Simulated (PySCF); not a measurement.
Compound: C6H10S (charge +1 and doublet state).
Structure used (GFN2-xTB), in Å, numbered top down from 1:
```
atom  x, y, z in Å
C1    -1.2070   -1.3323    0.9516
C2    -1.0929   -0.1127    0.3856
C3    -2.2964    0.7226    0.1481
C4     0.2127    0.4926   -0.0308
C5     1.4288   -0.3931    0.0755
C6     2.7878    0.2026    0.0759
S7     2.2809   -0.4253    1.6802
H8    -2.1749   -1.7187    1.2228
H9    -0.3668   -1.9654    1.1754
H10   -2.9614    0.7064    1.0108
H11   -2.8739    0.3012   -0.6790
H12   -2.0475    1.7495   -0.1028
H13    0.1238    0.8045   -1.0797
H14    0.3627    1.4118    0.5477
H15    1.3174   -1.3723   -0.3795
H16    3.6031   -0.3385   -0.3879
H17    2.8966    1.2793    0.0256
```

The hyperfine couplings belong to this conformer and change with its torsions.

As a line formula: `C=C(C)C[C@H]1C[S+]1` [radical] (charge +1).

Level of theory: UKS B3LYP, pcH-1 on C H S, non-relativistic, mean-field spin-orbit, GIAO in PySCF. Isolated species at its GFN2-xTB geometry (one conformer only). GFN2-xTB frequencies show an imaginary mode (30i cm⁻¹), so this geometry is no minimum at that level. The geometry wasn't refined by DFT: couplings that depend on bond lengths, twists or pyramidal angles can differ widely from those at the functional's own minimum, by a factor of two or more for some ions and for spin on atoms past the first row. Stability of the SCF solution: not tested.

(1) Give the principal g shifts and their parts.

(2) What are the electron Larmor frequencies g μB B/h along the three axes at 3350 mT?

(3) At 34.067 GHz, how far is the centre of the isotropic spectrum from where a free electron (g = 2.002319) resonates?

(4) In a frozen sample, at which fields do the three g values resonate at 9.5, 34, 94 and 263 GHz (hyperfine left aside), and which band first spreads them over more than twice a line width of 1.0 mT?

Results:

(1) 
| Δg (ppt) | 1 | 2 | 3 |
| --- | --- | --- | --- |
| relativistic mass correction | -0.20 | -0.20 | -0.20 |
| gauge correction | 0.00 | 0.04 | 0.03 |
| orbital Zeeman/spin–orbit | -0.12 | 16.04 | 19.20 |
| total | -0.31 | 15.89 | 19.03 |

So g = 2.00201, 2.01821, 2.02135 and g_iso = 2.01386; the tensor is rhombic: the two nearest values differ by 16 % of g3 − g1. Axes: g3 points within 11° of the C6–S7 bond.

(2) 93.8690, 94.6285, 94.7761 GHz for g1, g2 and g3, a range of 907.1 MHz.

(3) B = hν/(g μB) with μB/h = 13.99624 MHz/mT gives 1215.60 mT for the free electron and 1208.63 mT at g_iso, 6.96 mT lower.

(4) 
| band | GHz | B(g3) mT | B(g2) mT | B(g1) mT | spread mT |
| --- | --- | --- | --- | --- | --- |
| X | 9.5 | 335.79 | 336.32 | 339.04 | 3.24 |
| Q | 34.0 | 1201.78 | 1203.65 | 1213.39 | 11.61 |
| W | 94.0 | 3322.57 | 3327.75 | 3354.68 | 32.11 |
| J | 263.0 | 9296.12 | 9310.62 | 9385.96 | 89.84 |

The spread grows in proportion to the frequency. X band is the first where it exceeds 2.0 mT.

The Mulliken spin populations are largest on S7 (+0.59), C1 (+0.28) and C2 (+0.10).

The HOMO–LUMO gaps are 6.90 eV among the α and 0.86 eV among the β orbitals.
